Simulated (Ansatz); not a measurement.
Geometry optimisation, Ansatz, RKS PBE0/cc-pVDZ.

Input file:

```yaml
crystal:
  periodic: [false, false, false]
  atoms:
    - { symbol: B, position_ang: [0.0, 0.0, 0.0] }
    - { symbol: O, position_ang: [0.0, 0.0, 1.41] }
    - { symbol: H, position_ang: [-0.9095, -0.2814, 1.7471] }
    - { symbol: F, position_ang: [1.1431, 0.0, -0.66] }
    - { symbol: O, position_ang: [-1.2211, 0.0, -0.705] }
    - { symbol: H, position_ang: [-1.7308, -0.8467, -0.4965] }
basis:
  gaussian: { orbitals: cc-pVDZ }
hamiltonian:
  xc: pbe0
relax:
  f_tol: 0.02
  max_steps: 40
```

Command:

```bash
$ ansatz run input.yaml --threads 1 --pin off --max-ram 2048MiB --backend cpu --events-out ev --progress --plain --runs-dir out
```

Task: Where does it end, and by what steps?

Result: The run converged. After 6 steps the energy has fallen by 0.477 eV; O5 moved furthest, 0.40 Å.

```
step  energy less start (eV)  largest force component (eV/Å)  accepted
   0                  0.0000                           2.052       yes
   1                 -0.2137                           1.485       yes
   2                 -0.3080                           1.356       yes
   3                 -0.3877                           0.797       yes
   4                 -0.4687                           0.445       yes
   5                 -0.4770                           0.038       yes
   6                 -0.4772                           0.005       yes
```

```xyz
6
Properties=species:S:1:pos:R:3
B -0.017 -0.082 -0.007
O -0.018 -0.072 1.355
H -0.873 -0.277 1.746
F 1.146 0.201 -0.602
O -1.069 -0.349 -0.830
H -1.887 -0.549 -0.366
```

Whether the end is a true minimum wasn't checked by a vibrational analysis.

Run time: 8.1 s on 1 thread of AMD EPYC 9R14 (Zen 4), with other jobs on the host, peak memory 0.15 GiB.
